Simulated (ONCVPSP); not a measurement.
# Reading a pseudo-wave (Sc)

Columns: radius, all-electron u(r) and pseudo u(r) of the 3s shell (level -54.71 eV) of scandium in the configuration [Ne] 3s2 3p6 3d1 4s2; LDA (Perdew-Wang 92), scalar-relativistic, ONCV scheme, ONCVPSP 4.0.1.

| r (bohr) | all-electron | pseudo |
| --- | --- | --- |
| 0.095 | 0.0087 | 0.1694 |
| 0.190 | -0.5062 | 0.3329 |
| 0.285 | -0.5021 | 0.4849 |
| 0.380 | -0.1862 | 0.6206 |
| 0.475 | 0.2091 | 0.7360 |
| 0.570 | 0.5593 | 0.8284 |
| 0.665 | 0.8175 | 0.8962 |
| 0.760 | 0.9789 | 0.9388 |
| 0.855 | 1.0569 | 0.9570 |
| 0.950 | 1.0707 | 0.9525 |
| 1.045 | 1.0393 | 0.9279 |
| 1.140 | 0.9786 | 0.8866 |
| 1.235 | 0.9010 | 0.8323 |
| 1.330 | 0.8155 | 0.7688 |
| 1.425 | 0.7284 | 0.6998 |
| 1.520 | 0.6437 | 0.6284 |
| 1.615 | 0.5640 | 0.5572 |
| 1.710 | 0.4907 | 0.4886 |
| 1.805 | 0.4244 | 0.4241 |
| 1.900 | 0.3653 | 0.3653 |
| 1.995 | 0.3132 | 0.3132 |
| 2.090 | 0.2676 | 0.2675 |
| 2.185 | 0.2279 | 0.2279 |
| 2.280 | 0.1937 | 0.1936 |
| 2.375 | 0.1642 | 0.1642 |
| 2.470 | 0.1389 | 0.1389 |

Q: How many radial nodes do the two functions have?

A: The all-electron 3s function has n − l − 1 = 2; the pseudo-wave has 0, since the states of the same l below it are removed with the core.

Q: At about which radius was the pseudo-wave matched?

A: 1.90 bohr, where the columns begin to agree (steps of 0.10 bohr).

Q: Is the pseudo-wave norm-conserving?

A: Yes: the ONCV scheme keeps the norm inside the radius equal to the all-electron one, which fixes the energy derivative of the logarithmic derivative at the level.
